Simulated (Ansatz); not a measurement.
Basis-set extrapolation for `CO[SiH](C)C` (PBE0-D4/def2-TZVP geometry, frozen core, the Gaussian-basis code of Ansatz). Multiplicity 1, RHF reference.

```tsv
	def2-TZVPP	def2-QZVPP
HF	-483.372711	-483.391611
MP2 correlation	-0.895854	-0.958020
CCSD(T) correlation	-0.986399	not run
```

Energies in hartree. Use E(X) = E(∞) + A·exp(−7.88·√X) for Hartree–Fock and E(X) = E(∞) + B·X^(−2.97) for correlation, with X = 3 and 4, and add CCSD(T) minus MP2 of the smaller set to the MP2 limit.

Question: What is the CCSD(T) energy at the basis-set limit?

Answer: HF limit: -483.391611 + (-0.018900) × 0.13774 = -483.39421. MP2 limit: -0.958020 + (-0.062166) × 0.74074 = -1.00407. Higher-order term: -0.986399 − (-0.895854) = -0.09054. Total: -484.48882 hartree, 81.4 kcal/mol below CCSD(T)/def2-TZVPP.
